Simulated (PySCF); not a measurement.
Job file and geometry (Å, from GFN2-xTB) of an NMR shielding run on `C1(F)=C(CC)C[P@@H](=S)C1`, C₆H₁₀FPS, GIAO PBE0/pcSseg-1 NMR shielding, non-relativistic, gas phase (PySCF); density fitting, a coarse starting grid and PySCF grid level 2 are the driver's defaults:

```
{"job": {"kind": "nmr", "xc": "PBE0", "basis": "pcSseg-1"}, "charge": 0, "multiplicity": 1}
C      2.610768     0.229917     0.176981
C      1.505289    -0.598019     0.833763
C      0.164477    -0.299477     0.240739
C     -0.578752    -1.150918    -0.457922
F     -0.204798    -2.421393    -0.710135
C     -1.900248    -0.716190    -1.009111
P     -2.229526     0.809968    -0.019691
S     -3.273504     2.238379    -0.779898
C     -0.442448     1.070867     0.377057
H      2.628405     0.053482    -0.895833
H      2.458899     1.292330     0.352183
H      3.576894    -0.051280     0.587583
H      1.480861    -0.377964     1.904429
H      1.720933    -1.660270     0.708052
H     -1.836162    -0.454279    -2.071898
H     -2.672504    -1.480520    -0.893825
H     -2.693155     0.251348     1.180350
H     -0.025546     1.772920    -0.354792
H     -0.299687     1.500351     1.371905
```

Q: Write the output of this run.

A: 
```
coarse grid: 17056 points
cycle   1  E = -1073.1859827008  dE =  1.366e+00  |g| = 6.135e-01  |ddm| = 4.152e+00
cycle   2  E = -1073.0919427279  dE =  9.404e-02  |g| = 8.866e-01  |ddm| = 2.125e+00
cycle   3  E = -1073.2722445278  dE = -1.803e-01  |g| = 1.304e-01  |ddm| = 1.464e+00
cycle   4  E = -1073.2764327847  dE = -4.188e-03  |g| = 4.159e-02  |ddm| = 2.402e-01
cycle   5  E = -1073.2768676083  dE = -4.348e-04  |g| = 9.371e-03  |ddm| = 6.076e-02
cycle   6  E = -1073.2768850009  dE = -1.739e-05  |g| = 3.960e-03  |ddm| = 1.442e-02
cycle   7  E = -1073.2768877647  dE = -2.764e-06  |g| = 1.356e-03  |ddm| = 5.009e-03
final grid: 156248 points
cycle   8  E = -1073.3407027190  dE = -4.381e-05  |g| = 1.088e-02  |ddm| = 4.335e-02
cycle   9  E = -1073.3406696913  dE =  3.303e-05  |g| = 1.603e-02  |ddm| = 3.105e-02
cycle  10  E = -1073.3407313812  dE = -6.169e-05  |g| = 2.088e-03  |ddm| = 2.078e-02
cycle  11  E = -1073.3407323721  dE = -9.908e-07  |g| = 2.824e-04  |ddm| = 2.626e-03
cycle  12  E = -1073.3407323861  dE = -1.402e-08  |g| = 1.515e-04  |ddm| = 4.038e-04
cycle  13  E = -1073.3407323911  dE = -5.062e-09  |g| = 3.716e-05  |ddm| = 1.916e-04
cycle  14  E = -1073.3407323915  dE = -3.192e-10  |g| = 7.078e-06  |ddm| = 5.193e-05
converged SCF energy = -1073.3407323915

GIAO shielding tensors (ppm)
atom      isotropic    diamagn.    paramagn.     s11        s22        s33       span
  0 C      171.935     247.085     -75.150    159.343    169.888    186.574     27.231
  1 C      161.913     244.034     -82.121    144.640    169.967    171.131     26.490
  2 C       63.130     267.434    -204.305    -40.206     91.150    138.446    178.652
  3 C       27.701     251.082    -223.380    -60.003     58.164     84.943    144.946
  4 F      285.931     476.304    -190.373    184.375    288.053    385.364    200.990
  5 C      146.416     260.380    -113.964    122.184    143.676    173.389     51.205
  6 P      315.349     961.992    -646.643    176.664    271.910    497.472    320.808
  7 S      754.737    1055.444    -300.707    646.448    807.561    810.202    163.754
  8 C      144.804     253.574    -108.770    122.315    136.414    175.683     53.368
  9 H       30.951      30.354       0.597     26.904     29.399     36.550      9.646
 10 H       30.567      30.373       0.193     25.684     30.476     35.540      9.856
 11 H       30.499      27.685       2.814     25.888     27.358     38.250     12.362
 12 H       30.096      30.451      -0.354     25.384     28.823     36.082     10.698
 13 H       28.878      31.239      -2.360     23.663     29.324     33.649      9.986
 14 H       28.824      31.042      -2.218     25.796     27.599     33.078      7.282
 15 H       28.848      29.481      -0.633     25.281     27.392     33.870      8.589
 16 H       24.404      27.707      -3.303     20.131     22.601     30.480     10.349
 17 H       28.992      31.989      -2.997     25.069     29.494     32.414      7.345
 18 H       29.317      31.704      -2.387     25.568     28.920     33.463      7.896
```

Q: Turn these shieldings into chemical shifts. Chemical shifts δ = σref − σ; 13C (186.93 ppm) and 1H (31.72 ppm) vs TMS; 19F (170.95 ppm) vs CFCl3; 31P (318.38 ppm) vs H3PO4; 33S (503.73 ppm) against CS2, all at this level.

A: Averaging equivalent atoms: C 3: 159.2; C 2: 123.8; C 8: 42.1; C 5: 40.5; C 1: 25.0; C 0: 15.0; F 4: -115.0; P 6: 3.0; S 7: -251; H 16: 7.31; H 14: 2.89; H 15: 2.87; H 13: 2.84; H 17: 2.72; H 18: 2.40; H 12: 1.62; H 9/10/11: 1.05 ppm. Unscaled 19F shifts against computed CFCl3 carry errors that often reach 10 to 50 ppm. Experimental scales use liquid or dissolved standards, which lie at an offset from isolated H3PO4.

Size and cost of the density-fitted run: 217 basis functions, about 2.2 core-minutes.
